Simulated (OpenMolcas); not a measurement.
What dynamic correlation does to the levels of Zr2+

```json
{
  "Program": "OpenMolcas",
  "Basis": "ANO-RCC-VQZP [8s7p5d3f2g1h]",
  "Scalar Hamiltonian": "X2C, point nucleus",
  "Active space": "2 electrons in 5 orbitals (4d)",
  "State averaging": "2S+1 = 3 even, 10 roots; 2S+1 = 1 even, 15 roots",
  "Spin-orbit coupling": "state interaction with AMFI integrals over the reference wave functions, term energies averaged over their components"
}
```

Methods on the same reference wave functions:
A. CASSCF
B. SS-CASPT2, IPEA 0.25 Eh, imaginary shift 0.1 Eh (closed shells correlated: 4s 4p)

Energies in cm⁻¹ above 4d² ³F₂, the measured ground level; measured values from Moore, Atomic Energy Levels, vol. II, NSRDS-NBS 35 (1971 reprint of NBS Circular 467, 1952); NIST levels as listed in Rynkun, Gaigalas and Jonsson, Astron. Astrophys. 637, A10 (2020).

```tsv
Level	A	B	Measured
4d² ³F₂	0.0	0.0	0.0
4d² ³F₃	674	710	681
4d² ³F₄	1500	1531	1486
4d² ¹D₂	9162	5210	5742
4d² ³P₀	10240	8550	8062
4d² ³P₁	10496	8830	8326
4d² ³P₂	11121	9340	8838
4d² ¹G₄	13837	11070	11049
4d² ¹S₀	32968	23450	23979
```

Deviations, from unrounded energies. A percentage is the sum of absolute deviations over the sum of measured energies, with the sign that they share, or ± where signs differ.

```tsv
Against measurement	Levels	A	B
mean absolute deviation (cm-1)	8	2700	330
fine structure of the ground term (%)	2	±0.9	+3.4
other terms of the ground configuration (%)	6	+33.1	±3.9
```

B lies closest to measurement on these levels. The largest miss of B in the table is 4d² ¹D₂, by -530 cm-1. The ranking rests on the paired levels alone, and a cruder setting can come out closer through cancelling errors.

From A to B the spin-free energies of the other terms of 4d² shown, above ³F, scale by factors of 0.51 to 0.83.

The lowest spin-free term lies below A's lowest term by 0.283 hartree in B.

Term energies are means over components that CASPT2 splits; among the terms shown or strongly mixed into the levels shown the widest spread is 610 cm-1 (4d² ¹G, B). Levels of configurations with an s electron are missing; early in the row they begin among the upper levels of the d shell and mix with terms of their name. Without dynamic correlation excited terms often stand tens of per cent too high (terms of higher spin than the ground term too low), and those without a measured partner can miss by more than the paired ones (holds for A). Some levels mix across a computed gap that differs much from the measured one, so their mixing is not that of the real levels (holds for A). Measured partners are found by configuration, term and J. A level has none where our copy of the source lacks it or the pairing is in doubt (some pairs that miss far off the trend of their configuration count as doubtful), and it then counts in no deviation. Levels of configurations outside the active space are missing.
